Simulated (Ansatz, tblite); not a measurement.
Forces on CuB₆⁻ at its PBE-D4/def2-SVPD geometry. Total charge -1; singlet.

The xTB rows come from tblite. The restricted singlet is unstable towards broken spin symmetry in Hartree–Fock (as tested in another run); at PBE-D4/def2-TZVPD this wasn't settled. Another isomer (singlet) lies 1.38 eV lower at PBE0-D4/def2-TZVPD; other spin states weren't run for this one.

GFN1-xTB (tblite), largest force 3.12 eV/Å:

```xyz
7
positions Å, forces eV/Å
Cu    1.557   -1.072   -0.440    0.631   -0.849    0.288
B    -0.632   -0.161   -0.852   -0.610    0.008   -1.392
B    -0.842    0.887    1.037    0.437    1.840   -0.253
B     0.031   -0.628    0.813    1.964   -2.310    0.747
B     0.604    0.950    0.294   -1.291    0.949    1.798
B    -1.545   -0.472    0.458   -0.032    0.465   -0.704
B     0.826    0.496   -1.309   -1.100   -0.104   -0.483
```

GFN2-xTB (tblite), largest force 2.51 eV/Å:

```
Cu -0.985 0.585 0.472
B -0.452 0.143 -0.448
B 1.383 -0.510 -0.740
B 1.795 -1.601 0.316
B -2.221 0.678 0.158
B 1.343 1.744 -1.206
B -0.863 -1.039 1.448
```

PBE-D4/def2-TZVPD (Ansatz), largest force 0.49 eV/Å:

```
Cu -0.035 0.014 0.003
B -0.015 0.000 0.157
B 0.173 -0.183 -0.207
B -0.192 0.113 -0.052
B -0.239 -0.108 0.044
B 0.446 0.186 -0.091
B -0.138 -0.022 0.147
```
